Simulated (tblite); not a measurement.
Species: C7H5ClO (charge -1 and doublet state).
Atom-mapped SMILES: `[O-:1][CH:2][c:3]1[cH:4][cH:5][c:6]([Cl:7])[cH:8][cH:9]1` (hydrogens: H10 on C2; H11 on C4; H12 on C5; H13 on C8; H14 on C9)

A start from a force field or distance geometry was refined with GFN2-xTB geometry optimisation, gas phase in tblite 0.8.0. Values at the start:

| coordinate | start |
| --- | --- |
| O1–C2 | 1.262 Å |
| C2–C3 | 1.467 Å |
| C2–H10 | 1.087 Å |
| C3–C4 | 1.401 Å |
| C3–C9 | 1.404 Å |
| C4–C5 | 1.400 Å |
| C4–H11 | 1.088 Å |
| C5–C6 | 1.392 Å |
| C5–H12 | 1.089 Å |
| C6–Cl7 | 1.717 Å |
| C6–C8 | 1.403 Å |
| C8–C9 | 1.395 Å |
| C8–H13 | 1.092 Å |
| C9–H14 | 1.088 Å |
| O1–C2–C3 | 128.7° |
| C2–C3–C4 | 120.2° |
| C3–C4–C5 | 121.1° |
| C3–C9–C8 | 121.4° |
| C4–C3–C9 | 118.1° |
| C5–C6–Cl7 | 120.0° |
| C5–C6–C8 | 120.0° |
| Cl7–C6–C8 | 120.1° |

How do these coordinates change at the GFN2-xTB level?

```tsv
coordinate	GFN2-xTB (Å or °)	change
C2–C3	1.409	-0.058
C4–C5	1.367	-0.033
C6–Cl7	1.749	+0.032
C2–H10	1.118	+0.031
C8–C9	1.365	-0.030
C3–C4	1.427	+0.026
C3–C9	1.428	+0.024
C8–H13	1.083	-0.009
C9–H14	1.080	-0.008
O1–C2	1.254	-0.008
C5–H12	1.083	-0.006
C5–C6	1.398	+0.006
C4–H11	1.083	-0.005
C6–C8	1.400	-0.003
C4–C3–C9	116.6	-1.5
C2–C3–C4	121.6	+1.4
O1–C2–C3	127.5	-1.2
C5–C6–C8	120.9	+0.9
C3–C4–C5	121.7	+0.6
C5–C6–Cl7	119.5	-0.5
Cl7–C6–C8	119.6	-0.5
C3–C9–C8	121.8	+0.4
```

The energy falls by 3.5 kcal/mol over 23 L-BFGS steps, the largest force on an atom goes from 2.63 to 0.008 eV/Å, and the atoms move by 0.029 Å rms after alignment. The bond that changes most is C2–C3 (ends: carbon bonded to C, O and H; carbon bonded to 3 C), which shortens by 0.058 Å. Bonds longer at the end by more than 0.005 Å: 5 of 14; shorter: 7. Rotational constants go from 5139, 675.3, 596.9 to 5057, 686.6, 604.5 MHz.

On one thread of an Arm Neoverse V1, on a shared host, this took 0.16 s wall.

Its GFN2-xTB frequencies are all real (lowest 80 cm⁻¹). Whether the extra electron is bound in the gas phase wasn't checked; a finite basis holds it in any case.

Shape of the structure used: `[O-:1][CH:2][c:3]1[cH:4][cH:5][c:6]([Cl:7])[cH:8][cH:9]1`: O1–C2–C3–C4 180°.

One conformer stands for the species.

All values are computed, not measured.
